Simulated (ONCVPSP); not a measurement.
**Os: one change to an ONCV potential, before and after**

Os (Z = 76), optimised norm-conserving Vanderbilt (ONCV), made with ONCVPSP 4.0.1 (PBE, scalar-relativistic). Core [Xe], reference 4f14 5d6 6s1.5 (charge +0.5). Waves: 6s: rc 2.20 bohr, ncon 3, nbas 6, qcut 2.7 1/bohr, 1 projector; p scattering state at 0.08 Ha: rc 2.55 bohr, ncon 4, nbas 9, qcut 3 1/bohr, 2 projectors, debl 0.5 Ha; 5d: rc 2.50 bohr, ncon 3, nbas 8, qcut 5.7 1/bohr, 2 projectors, debl 3 Ha; 4f: rc 0.75 bohr, ncon 4, nbas 8, qcut 20.9 1/bohr, 2 projectors, debl 3.3 Ha. Local part: polynomial inside 0.70 bohr (lpopt 5, dvloc0 -1 Ha). Core correction: Teter function, fcfact 4.25, rcfact 1.05.

In the p channel the program set the typed energies aside and used 0.050, 0.550 Ha.

All-electron outer shells of the reference configuration (PBE, scalar-relativistic, ld1.x):

| shell | level (eV) | outermost node (bohr) | outermost maximum (bohr) |
| --- | --- | --- | --- |
| 4f | -55.85 | – | 0.40 |
| 5p | -54.73 | 0.55 | 1.03 |
| 5d | -10.07 | 0.60 | 1.36 |
| 6s | -9.55 | 1.20 | 2.45 |

Change: s: qcut 2.5; p: qcut 2.8; d: qcut 5.3; f: qcut 19.6.

Cutoffs: the cutoffs (Ha) at which the residual kinetic energy of the hardest occupied pseudo-wave falls to 1 and 0.1 mHa per electron; they do not see the model core or the augmentation charge, which bear on the density cutoff. Errors are all-electron minus pseudo energies relative to the spin-unpolarised reference configuration.

How do hardness, ghosts and transferability respond?

The potential gets harder (207 Ha and 396 Ha → 238 Ha and 485 Ha); both files keep a bound ghost (p, s); the errors of the 3 common tests hardly move; the range in which the d phases agree narrows (upper end 5.0 → 3.3).

| quantity | base | changed |
| --- | --- | --- |
| cutoff, loose | 207 Ha | 238 Ha |
| cutoff, tight | 396 Ha | 485 Ha |
| loose cutoff by channel | s 4.2 Ha, d 12 Ha, f 207 Ha | s 6.3 Ha, d 11 Ha, f 238 Ha |
| bound ghosts | s, p | s, p |
| GHOST(+) flags under 300 eV | p at 4.1 eV, d at 86.2 eV | p at 4.7 eV, d at 91.2 eV |
| tests with a reliable result | 3 of 4 | 3 of 4 |
| error for 4f14 5d6 6s2, meV [ΔE -3.91 eV] | +2.8 | +3.0 |
| error for 4f14 5d6 6s1, meV [ΔE 5.66 eV] | +0.2 | +0.5 |
| error for 4f14 5d6 6s0, meV [ΔE 22.58 eV] | +26 | +26 |
| s: phases at 2.23 bohr within 0.05 rad from the reference energy up to (Ha; the scan ends near 5) | 0.8 | 0.8 |
| p: phases at 2.60 bohr within 0.05 rad from the reference energy up to (Ha; the scan ends near 5) | 3.0 | 3.0 |
| d: phases at 2.53 bohr within 0.05 rad from the reference energy up to (Ha; the scan ends near 5) | 5.0 | 3.3 |
| f: phases at 0.76 bohr within 0.05 rad from the reference energy up to (Ha; the scan ends near 5) | to the end of the scan | to the end of the scan |
| rms error of d²Exc/dni dnj with the model core, mHa | 8.85 | 8.83 |

 A true bound ghost makes a file unfit for plane-wave use even where its test errors are small: the radial tests pick states by their node count and pass the ghost by.
